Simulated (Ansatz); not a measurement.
**B2O2 (diboron dioxide): methods side by side**

The species is B2O2 (4 atoms), meant as a singlet with charge 0. SMILES: `O=BB=O`. The shape is that of a PBE0-D4/def2-TZVP optimisation. The run starts from this shape.

Each level gives the adiabatic ionisation energy (to the doublet cation, no zero-point term) (eV). The values are calculated.

| level | kind | program | value (eV) |
| --- | --- | --- | --- |
| HF/STO-3G | Hartree–Fock | Ansatz | 9.13 |
| HF/3-21G | Hartree–Fock | Ansatz | 11.82 |
| HF/6-31G* (Cartesian functions) | Hartree–Fock | Ansatz | 11.82 |
| PBE/def2-SVP | GGA | Ansatz | 12.91 |
| B3LYP/6-31G* (Cartesian functions) | global hybrid | Ansatz | 13.01 |
| MP2/6-31G* (Cartesian functions) | perturbation theory | Ansatz | 13.60 |

The values span 9.13 to 13.60 eV. Spin contamination of the reference (⟨S²⟩ at least 0.1 too high) touches HF/STO-3G, HF/3-21G (up to 0.59 too high). The second state's dipole differs much between rows, so they may not all be the same state. Without the sets that lack polarisation functions the rows with a basis span only 11.82 to 13.60 eV.
